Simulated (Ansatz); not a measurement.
CH$_{7}$BSSi$_{2}$, SMILES `[SiH3]B([SiH3])C=S`, relaxed with RKS PBE-D4/def2-SVP in Ansatz from a rough embedded geometry. The force threshold is 0.03 eV/Å; the program also tests the step.

Charge 0, multiplicity 1.

Start:

```xyz
12

Si   -1.175    1.337   -0.226
B    -0.047   -0.149    0.246
Si    1.389   -0.519   -0.958
C    -0.156   -1.087    1.544
S    -1.265   -0.805    2.493
H    -2.615    0.814   -0.334
H    -1.169    2.311    0.881
H    -0.775    1.921   -1.443
H     0.856   -0.893   -2.327
H     2.188   -1.694   -0.487
H     2.273    0.637   -1.091
H     0.495   -1.873    1.702
```

| step | energy (eV) | largest force (eV/Å) | largest move (Å) |
| --- | --- | --- | --- |
| 1 | -28389.5298 | 6.589 | 0.000 |
| 2 | -28390.5274 | 2.613 | 0.198 |
| 3 | -28390.7463 | 0.488 | 0.200 |
| 4 | -28390.8136 | 0.321 | 0.200 |
| 5 | -28390.8494 | 0.999 | 0.196 |
| 6 | -28390.9349 | 0.887 | 0.195 |
| 7 | -28391.0437 | 0.767 | 0.200 |
| 8 | -28391.1494 | 0.672 | 0.200 |
| 9 | -28391.2501 | 0.825 | 0.195 |
| 10 | -28391.3580 | 0.604 | 0.158 |
| 11 | -28391.4447 | 0.399 | 0.195 |
| 12 | -28391.4666 | 0.424 | 0.195 |
| 13 | -28391.5031 | 0.119 | 0.115 |
| 14 | -28391.5094 | 0.033 | 0.085 |
| 15 | -28391.5117 | 0.098 | 0.116 |
| 16 | -28391.5131 | 0.102 | 0.017 |
| 17 | -28391.5153 | 0.097 | 0.200 |
| 18 | -28391.5177 | 0.045 | 0.040 |
| 19 | -28391.5195 | 0.019 | 0.066 |
| 20 (rejected) | -28391.5175 | 0.225 | 0.196 |
| 21 | -28391.5209 | 0.044 | 0.096 |
| 22 (rejected) | -28391.5206 | 0.104 | 0.097 |
| 23 | -28391.5216 | 0.033 | 0.048 |
| 24 | -28391.5217 | 0.081 | 0.050 |
| 25 | -28391.5222 | 0.041 | 0.039 |
| 26 | -28391.5224 | 0.031 | 0.008 |
| 27 | -28391.5227 | 0.015 | 0.037 |
| 28 | -28391.5228 | 0.012 | 0.045 |
| 29 | -28391.5229 | 0.014 | 0.040 |

End:

```xyz
12

Si   -1.205    1.404   -0.080
B     0.005   -0.163    0.366
Si    1.143   -0.896   -1.147
C     0.280   -0.546    1.791
S    -0.912   -1.697    1.654
H    -1.982    1.139   -1.345
H    -2.186    1.677    1.034
H    -0.380    2.649   -0.306
H     0.337   -1.031   -2.415
H     1.711   -2.249   -0.795
H     2.291    0.043   -1.438
H     0.899   -0.330    2.680
```

Run time 42 s (4 threads of an Arm Neoverse V1 on a shared host); peak host memory 0.17 GiB.
